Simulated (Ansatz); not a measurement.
One geometry of `[CH2]1[SiH2][NH][GeH2]1`, several functionals.

```yaml
crystal:
  periodic: [false, false, false]
  atoms:
    - {symbol: C, position_ang: [-1.022247, 0.225564, -0.627136]}
    - {symbol: Si, position_ang: [-0.582491, -0.209699, 1.157348]}
    - {symbol: N, position_ang: [1.094894, -0.269183, 0.766524]}
    - {symbol: Ge, position_ang: [0.906578, 0.143889, -1.029519]}
    - {symbol: H, position_ang: [-1.461902, 1.211228, -0.776872]}
    - {symbol: H, position_ang: [-1.615632, -0.516330, -1.160712]}
    - {symbol: H, position_ang: [-1.167337, -1.496007, 1.637777]}
    - {symbol: H, position_ang: [-0.964033, 0.831472, 2.156229]}
    - {symbol: H, position_ang: [1.916201, -0.462749, 1.310641]}
    - {symbol: H, position_ang: [1.372241, -0.981675, -1.976982]}
    - {symbol: H, position_ang: [1.589231, 1.466589, -1.436697]}
basis:
  gaussian: {orbitals: def2-TZVPP}
hamiltonian: {xc: pbe, dispersion: d4}
output: {forces: true, orbitals: {seedname: orbitals}}
```

```sh
$ ansatz run in.yaml --threads 4 --pin off --events-out ev --progress --plain --max-ram 10444MiB
```

It prints (some lines left out):

```
Functional definition: PBE
1394 factors; their error is unknown
mean field evaluation 1: about -67004.3251 eV, gradient 9.7e1 eV
mean field evaluation 2: about -66932.9884 eV, gradient 1.8e2 eV
mean field evaluation 4: about -67021.4746 eV, gradient 2.5e1 eV
mean field evaluation 8: about -67022.7804 eV, gradient 3.6e-1 eV
mean field evaluation 16: about -67022.7495 eV, gradient 6.1e-4 eV
mean field -67022.74945148 eV, -2463.0406126908 hartree, gradient 2.7e-5 eV, S^2 0.000000; 0 other end points of the search recorded, 0 dependent functions left out
reference -67022.74949513 eV, -2463.0406142946 hartree; 33, 33 occupied and 217, 217 virtual orbitals, 1394 factors
Total energy: -67023.01278309 eV, -2463.0502899488 hartree
Atom 0 at    -1.022247     0.225564    -0.627136 Å, force    -0.089144     0.002206     0.024784 eV/Å
Atom 1 at    -0.582491    -0.209699     1.157348 Å, force    -0.201734    -0.007959     0.114869 eV/Å
Atom 2 at     1.094894    -0.269183     0.766524 Å, force     0.076723    -0.028254     0.100834 eV/Å
Atom 3 at     0.906578     0.143889    -1.029519 Å, force     0.079432     0.056679    -0.288584 eV/Å
Atom 4 at    -1.461902     1.211228    -0.776872 Å, force    -0.081566     0.185444    -0.038966 eV/Å
Atom 5 at    -1.615632    -0.516330    -1.160712 Å, force    -0.110078    -0.135403    -0.110328 eV/Å
Atom 6 at    -1.167337    -1.496007     1.637777 Å, force    -0.071816    -0.141949     0.055840 eV/Å
Atom 7 at    -0.964033     0.831472     2.156229 Å, force    -0.049028     0.115191     0.112971 eV/Å
Atom 8 at     1.916201    -0.462749     1.310641 Å, force     0.310506    -0.068793     0.185748 eV/Å
Atom 9 at     1.372241    -0.981675    -1.976982 Å, force     0.055685    -0.131538    -0.110259 eV/Å
Atom 10 at     1.589231     1.466589    -1.436697 Å, force     0.081020     0.154375    -0.046909 eV/Å
Dipole moment:     0.104448     0.012495    -0.098180 e Å
```

It took 3.8 s on 4 threads of an Arm Neoverse V1 on a shared host, with 0.35 GiB of host memory at the peak.

Changing it to `hamiltonian: {xc: {name: wB97M-V}}` (abridged; 15 s):

```
Functional definition: wB97M-V
mean field evaluation 16: about -67033.9348 eV, gradient 4.0e-5 eV
mean field -67033.93477021 eV, -2463.4516655723 hartree, gradient 4.0e-5 eV, S^2 0.000000
Total energy: -67033.93482440 eV, -2463.4516675638 hartree
Atom 0 force    -0.034697     0.011747    -0.040198 eV/Å
Atom 1 force    -0.172610    -0.024120     0.176939 eV/Å
Atom 2 force     0.081221    -0.019927     0.056433 eV/Å
Atom 3 force     0.066996     0.034184    -0.181152 eV/Å
Atom 4 force     0.033144    -0.075223     0.013952 eV/Å
Atom 5 force     0.044777     0.055551     0.042916 eV/Å
Atom 6 force     0.064097     0.144209    -0.054737 eV/Å
Atom 7 force     0.041608    -0.115896    -0.112892 eV/Å
Atom 8 force    -0.029014     0.006418    -0.017426 eV/Å
Atom 9 force    -0.038935     0.090544     0.079824 eV/Å
Atom 10 force    -0.056586    -0.107489     0.036340 eV/Å
Dipole moment:     0.112625     0.013223    -0.104950 e Å
```

The same input with `hamiltonian: {xc: r2scan, dispersion: d4}` (abridged; 6 s):

```
Functional definition: r2SCAN
mean field evaluation 16: about -67036.5554 eV, gradient 2.1e-4 eV
mean field -67036.55537153 eV, -2463.5479708944 hartree, gradient 1.9e-5 eV, S^2 0.000000
Total energy: -67036.61677663 eV, -2463.5502274903 hartree
Atom 0 force    -0.063142     0.003423     0.008593 eV/Å
Atom 1 force    -0.036724    -0.004223     0.033179 eV/Å
Atom 2 force     0.018443    -0.011248     0.043775 eV/Å
Atom 3 force     0.053445     0.018633    -0.105888 eV/Å
Atom 4 force     0.001943    -0.015375    -0.016343 eV/Å
Atom 5 force     0.005107     0.020168    -0.008538 eV/Å
Atom 6 force     0.003235     0.016781    -0.003444 eV/Å
Atom 7 force     0.000867    -0.013780    -0.010432 eV/Å
Atom 8 force     0.046605    -0.006612     0.010839 eV/Å
Atom 9 force    -0.012023     0.028270     0.031097 eV/Å
Atom 10 force    -0.017756    -0.036037     0.017164 eV/Å
Dipole moment:     0.104121     0.012741    -0.099216 e Å
```
